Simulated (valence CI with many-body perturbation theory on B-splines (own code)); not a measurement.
**E1 transitions of Mo IV**

Level of theory: relativistic CI+MBPT: three valence electrons over a frozen Dirac-Fock core [Kr], radial functions for each j: 9 s, 9 p, 10 d, 8 f, 5 g, 3 h, 1 i, with the one-electron correlation potential Σ1, the two-electron term Σ2, the three-electron term Σ3, Breit, model QED; selected CI, second order for the rest, scaled by the run's own slope (own B-spline code, finite nucleus).

Against 64 measured levels this calculation errs by 549 cm⁻¹ on average and by 1913 at most. These come from a selection out of Sugar and Musgrove, J. Phys. Chem. Ref. Data 17, 155 (1988). Levels without a partner in it may be off by more, other configurations by 1,000 to 8,000 cm⁻¹.

Lines 201 to 250 of 265 in falling wavelength, among levels below 130317 cm⁻¹, chosen from the strongest by gf and those to the six lowest levels. Wavelengths and rates use the calculated energies, so an error of 500 cm⁻¹ moves a line at 86.77 nm by 0.43 % and its rate by three times that or more. Electric multipoles are in the length gauge, E1 and E2 with the static RPA response of the core. Weak lines are less certain than strong ones. Lines between different terms over intervals too small for the method are left out, as are lines whose strength nearly cancels. Where a level lies close to another of its J and parity, the split of strength between their lines is uncertain. The highest levels of a list are the least certain.

Names give the largest LS component (configuration and term), which can be under half, so a name can repeat, a term be missing and a line seem to break the LS rules; names also repeat where a configuration has a term twice. Letters in brackets count levels of one name in rising energy.

| λ vac (nm) | λ from measured levels | Upper | Lower | A (s⁻¹) | S (a.u.) with core polarisation | S without |
| --- | --- | --- | --- | --- | --- | --- |
| 86.77 | 86.88 | 4d²5p ²D°_5/2 [b] | 4d³ ⁴P_5/2 | 3.01e+08 | 5.82e-01 | 6.69e-01 |
| 86.71 | 86.79 | 4d²5p ⁴D°_7/2 [a] | 4d³ ⁴F_9/2 | 1.33e+09 | 3.44e+00 | 3.94e+00 |
| 86.38 | 86.64 | 4d²5p ⁴D°_7/2 [c] | 4d³ ²G_9/2 | 3.63e+08 | 9.24e-01 | 1.06e+00 |
| 86.32 | 86.36 | 4d²5p ⁴D°_1/2 [a] | 4d³ ⁴F_3/2 | 2.11e+09 | 1.34e+00 | 1.54e+00 |
| 86.27 | 86.35 | 4d²5p ⁴D°_5/2 [a] | 4d³ ⁴F_5/2 | 1.92e+07 | 3.65e-02 | 4.28e-02 |
| 86.27 | 86.35 | 4d²5p ⁴D°_3/2 [a] | 4d³ ⁴F_5/2 | 1.38e+09 | 1.75e+00 | 2.01e+00 |
| 86.25 | 86.27 | 4d²5p ²D°_3/2 [b] | 4d³ ⁴P_3/2 | 7.00e+06 | 8.87e-03 | 1.01e-02 |
| 86.24 | 86.28 | 4d²5p ²D°_3/2 [b] | 4d³ ⁴P_1/2 | 1.75e+07 | 2.21e-02 | 2.60e-02 |
| 86.23 | 86.53 | 4d²5p ⁴P°_3/2 | 4d³ ⁴P_5/2 | 5.90e+08 | 7.47e-01 | 8.57e-01 |
| 86.19 | 86.32 | 4d²5p ²D°_5/2 [a] | 4d³ ⁴F_7/2 | 7.70e+08 | 1.46e+00 | 1.68e+00 |
| 86.09 | 86.10 | 4d²5p ²G°_7/2 | 4d³ ⁴F_9/2 | 3.58e+07 | 9.01e-02 | 1.03e-01 |
| 85.89 | 85.97 | 4d²5p ⁴D°_7/2 [a] | 4d³ ⁴F_7/2 | 5.70e+07 | 1.43e-01 | 1.66e-01 |
| 85.83 | 85.92 | 4d²5p ²D°_5/2 [b] | 4d³ ⁴P_3/2 | 5.24e+07 | 9.81e-02 | 1.13e-01 |
| 85.70 | 85.78 | 4d²5p ⁴D°_5/2 [a] | 4d³ ⁴F_3/2 | 3.85e+06 | 7.18e-03 | 7.98e-03 |
| 85.70 | 85.77 | 4d²5p ⁴D°_3/2 [a] | 4d³ ⁴F_3/2 | 3.68e+08 | 4.57e-01 | 5.27e-01 |
| 85.63 | 85.89 | 4d²5p ⁴P°_1/2 | 4d³ ⁴P_3/2 | 5.26e+08 | 3.26e-01 | 3.77e-01 |
| 85.62 | 85.89 | 4d²5p ⁴P°_1/2 | 4d³ ⁴P_1/2 | 1.21e+08 | 7.51e-02 | 8.69e-02 |
| 85.47 | 85.60 | 4d²5p ²D°_5/2 [a] | 4d³ ⁴F_5/2 | 1.98e+08 | 3.65e-01 | 4.22e-01 |
| 85.31 | 85.58 | 4d²5p ⁴P°_3/2 | 4d³ ⁴P_3/2 | 5.04e+07 | 6.17e-02 | 7.27e-02 |
| 85.30 | 85.58 | 4d²5p ⁴P°_3/2 | 4d³ ⁴P_1/2 | 2.51e+08 | 3.07e-01 | 3.58e-01 |
| 85.27 | 85.29 | 4d²5p ²G°_7/2 | 4d³ ⁴F_7/2 | 1.19e+07 | 2.91e-02 | 3.28e-02 |
| 85.17 | 85.25 | 4d²5p ⁴D°_7/2 [a] | 4d³ ⁴F_5/2 | 5.31e+04 | 1.30e-04 | 1.79e-04 |
| 85.02 | 85.26 | 4d²5p ⁴P°_5/2 | 4d³ ⁴P_5/2 | 4.71e+08 | 8.58e-01 | 9.92e-01 |
| 84.91 | 85.03 | 4d²5p ²D°_5/2 [a] | 4d³ ⁴F_3/2 | 1.64e+07 | 2.97e-02 | 3.43e-02 |
| 84.88 | 84.90 | 4d²5p ²G°_9/2 [a] | 4d³ ⁴F_9/2 | 7.71e+07 | 2.33e-01 | 2.63e-01 |
| 84.57 | 84.58 | 4d²5p ²G°_7/2 | 4d³ ⁴F_5/2 | 1.02e+07 | 2.45e-02 | 2.77e-02 |
| 84.36 | 84.80 | 4d²5p ²S°_1/2 | 4d³ ⁴F_3/2 | 6.72e+06 | 3.98e-03 | 4.54e-03 |
| 84.12 | 84.34 | 4d²5p ⁴P°_5/2 | 4d³ ⁴P_3/2 | 1.25e+08 | 2.20e-01 | 2.56e-01 |
| 84.09 | 84.11 | 4d²5p ²G°_9/2 [a] | 4d³ ⁴F_7/2 | 1.74e+07 | 5.11e-02 | 5.79e-02 |
| 82.89 | 83.30 | 4d²5p ⁴S°_3/2 | 4d³ ⁴F_5/2 | 4.57e+06 | 5.14e-03 | 5.85e-03 |
| 82.37 | 82.77 | 4d²5p ⁴S°_3/2 | 4d³ ⁴F_3/2 | 2.69e+06 | 2.97e-03 | 3.41e-03 |
| 81.79 | 82.12 | 4d²5p ²F°_5/2 [b] | 4d³ ⁴F_7/2 | 2.13e+07 | 3.45e-02 | 4.07e-02 |
| 81.65 | 81.91 | 4d²5p ²F°_7/2 [b] | 4d³ ⁴F_9/2 | 6.47e+07 | 1.39e-01 | 1.62e-01 |
| 81.52 |  | 4d²5p ²P°_3/2 | 4d³ ⁴F_5/2 | 1.29e+07 | 1.38e-02 | 1.66e-02 |
| 81.14 | 81.46 | 4d²5p ²F°_5/2 [b] | 4d³ ⁴F_5/2 | 2.62e+06 | 4.14e-03 | 4.93e-03 |
| 81.04 | 81.69 | 4d²5p ⁴D°_1/2 [b] | 4d³ ⁴F_3/2 | 4.21e+08 | 2.21e-01 | 2.61e-01 |
| 81.01 |  | 4d²5p ²P°_3/2 | 4d³ ⁴F_3/2 | 3.28e+05 | 3.44e-04 | 4.43e-04 |
| 80.94 |  | 4d²5p ⁴D°_3/2 [b] | 4d³ ⁴F_5/2 | 3.35e+08 | 3.50e-01 | 4.11e-01 |
| 80.92 | 81.18 | 4d²5p ²F°_7/2 [b] | 4d³ ⁴F_7/2 | 1.20e+07 | 2.52e-02 | 2.92e-02 |
| 80.71 | 81.28 | 4d²5p ⁴D°_5/2 [b] | 4d³ ⁴F_7/2 | 3.22e+08 | 5.01e-01 | 5.86e-01 |
| 80.63 | 80.95 | 4d²5p ²F°_5/2 [b] | 4d³ ⁴F_3/2 | 4.26e+05 | 6.61e-04 | 8.33e-04 |
| 80.59 | 80.94 | 4d²5p ⁴D°_7/2 [b] | 4d³ ⁴F_9/2 | 2.57e+08 | 5.31e-01 | 6.17e-01 |
| 80.55 | 80.56 | 4d²5p ²G°_9/2 [b] | 4d³ ⁴F_9/2 | 1.57e+06 | 4.05e-03 | 4.75e-03 |
| 80.44 |  | 4d²5p ⁴D°_3/2 [b] | 4d³ ⁴F_3/2 | 8.62e+07 | 8.86e-02 | 1.04e-01 |
| 80.28 | 80.54 | 4d²5p ²F°_7/2 [b] | 4d³ ⁴F_5/2 | 7.32e+05 | 1.50e-03 | 1.74e-03 |
| 80.08 | 80.64 | 4d²5p ⁴D°_5/2 [b] | 4d³ ⁴F_5/2 | 7.26e+07 | 1.10e-01 | 1.29e-01 |
| 79.88 | 80.22 | 4d²5p ⁴D°_7/2 [b] | 4d³ ⁴F_7/2 | 3.29e+07 | 6.62e-02 | 7.64e-02 |
| 79.84 | 79.85 | 4d²5p ²G°_9/2 [b] | 4d³ ⁴F_7/2 | 1.53e+04 | 3.85e-05 | 2.81e-05 |
| 79.82 | 80.17 | 4d²5p ²P°_1/2 | 4d³ ⁴F_3/2 | 1.17e+07 | 5.85e-03 | 6.66e-03 |
| 79.82 | 80.09 | 4d²5p ⁴D°_7/2 [c] | 4d³ ⁴F_9/2 | 1.97e+08 | 3.96e-01 | 4.59e-01 |
